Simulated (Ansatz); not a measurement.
`[SiH3]C1C=N1` + `O[SiH](F)[SiH3]` → `F[SiH]([SiH3])O[SiH3]` + `C1=NC1`  (ligand exchange at the Si–C bond)

Gas-phase electronic energies from Ansatz, PBE0-D4/def2-TZVP geometries. CCSD(T)/CBS adds triple-zeta CCSD(T) − MP2 to the extrapolated MP2 energy (def2 sets, frozen cores). DFT in def2-TZVPP. Each species was taken in one conformer, which may not be the lowest.

`[SiH3]C1C=N1`:

Z-matrix (Å, degrees):
```
Si
C 1 1.869
H 1 1.489 2 109.8
H 1 1.486 2 108.9 3 119.8
H 1 1.487 2 110.8 3 -119.6
C 2 1.453 1 123.5 3 -104.8
N 2 1.561 1 118.4 3 -161.7
H 2 1.091 1 117.3 3 56.3
H 6 1.083 2 150.3 1 80.3
```

`O[SiH](F)[SiH3]`:

Z-matrix (Å, degrees):
```
Si
F 1 1.603
Si 1 2.339 2 109.3
O 1 1.636 2 110.2 3 117.2
H 1 1.488 2 105.0 3 -123.8
H 3 1.487 1 109.5 2 -177.0
H 3 1.486 1 110.3 2 62.6
H 3 1.487 1 109.6 2 -57.8
H 4 0.959 1 118.9 2 71.5
```

`F[SiH]([SiH3])O[SiH3]`:

```xyz
12

F    -0.808    1.710    1.540
Si    0.180    0.496    1.205
Si    1.631    1.194   -0.502
O    -0.705   -0.782    0.739
Si   -1.562   -1.523   -0.447
H     0.857    0.135    2.473
H     2.540    0.073   -0.867
H     2.449    2.345   -0.037
H     0.857    1.598   -1.706
H    -1.445   -2.988   -0.257
H    -1.010   -1.144   -1.775
H    -2.985   -1.114   -0.367
```

`C1=NC1`:

```xyz
6

C    -0.706   -0.423   -0.006
N     0.167   -0.842   -0.790
C     0.493    0.376    0.072
H    -1.718   -0.661    0.294
H     0.556    1.329   -0.444
H     1.208    0.222    0.875
```

```csv
level,ΔE (kJ/mol)
revPBE-D4,-96.5
PBE0-D4,-105.4
PBE0,-103.7
r2SCANh,-110.9
BHLYP,-122.6
CAM-B3LYP,-116.7
MP2/def2-TZVPP,-112.0
SCS-MP2/def2-TZVPP,-116.4
```

(1) What does CCSD(T)/CBS give? (An estimate is asked.)

Largest T1 diagnostic among the species: 0.013.

Answers

(1) The calculation gave: -112.0 kJ/mol. The listed levels differ from it by 15.5, 6.6, 8.3, 1.1, -10.6, -4.7, 0.0, -4.4 kJ/mol.

From BLYP to BHLYP (50 % exact exchange), in def2-TZVPP and without D4, ΔE moves by −16.0 kJ/mol. Leaving LDA and LC-ωPBE aside and taking each functional with its dispersion term where it has one, the values, not all of them listed here, spread over 29.1 kJ/mol, from BHLYP-D4 to revPBE-D4. At CCSD(T), def2-SVP lies +4.6 kJ/mol from the extrapolated value and def2-TZVPP −0.3 kJ/mol.
